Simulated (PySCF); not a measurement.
Computed shifts of a molecule C₂H₇BO₃, PBE/pcSseg-1 (PySCF), GIAO, gas phase, equivalent atoms averaged, in ppm (number of nuclei): ¹³C: 64.4 (1), 62.6 (1). ¹H: 5.22 (1), 4.64 (1), 4.35 (1), 4.03 (1), 3.86 (1), 1.35 (1), -0.63 (1). References: ¹⁷O against H2O (σ = 334.3 ppm); ¹³C against TMS (σ = 182.0 ppm); ¹¹B against BF3 (σ = 83.9 ppm); ¹H against TMS (σ = 31.49 ppm), references at their B3LYP-D3(BJ)/def2-TZVP geometries, non-relativistic. The structure is a stationary point at B3LYP-D3(BJ)/def2-SVP. Other conformers were not sampled.

Q: Pick the molecule that these values belong to.
A. CCOB(O)O
B. OCB(O)CO
C. COB(O)OC
D. COCB(O)O

A: B, OCB(O)CO
